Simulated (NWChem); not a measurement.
Ionisation of C$_{3}$H$_{3}$N$_{2}$

```
N
H 1 1.0127
C 1 1.3571 2 126.10
N 3 1.3185 1 110.98 2 180.00
C 4 1.3252 3 105.29 1 0.00
C 5 1.3709 4 113.04 3 0.00
H 6 1.0857 5 133.85 4 180.00
H 3 1.0900 4 126.25 5 180.00
```
Charge 0, spin multiplicity 2.

The numbers come from NWChem runs, not from measurements. All single points use one geometry, from UPBE0/def2-SVP, a minimum by its harmonic frequencies.

Basis set: def2-TZVP. The species with one electron less has spin multiplicity 3 and keeps the geometry of the parent. Δ marks differences of total energies (open shells unrestricted). −ε marks an orbital energy of the parent. That orbital need not have the symmetry of the hole or added electron in the Δ rows.

The structure started from a generated list of species. The unpaired electrons of the parent sit in orbitals of symmetry a' (Cs labels of the run); other states weren't searched. The stability of the SCF solutions was not checked.

One of these methods gave a first vertical ionisation energy of 8.69 eV. Which?
A) ΔLC-wPBE (omega 0.3 per bohr)
B) −ε(beta HOMO) of BHandHLYP
C) ΔBHandHLYP
D) G0W0@PBE

C, ΔBHandHLYP. The others give 9.03 (ΔLC-wPBE (omega 0.3 per bohr)), 7.55 (−ε(beta HOMO) of BHandHLYP), 8.53 (G0W0@PBE).
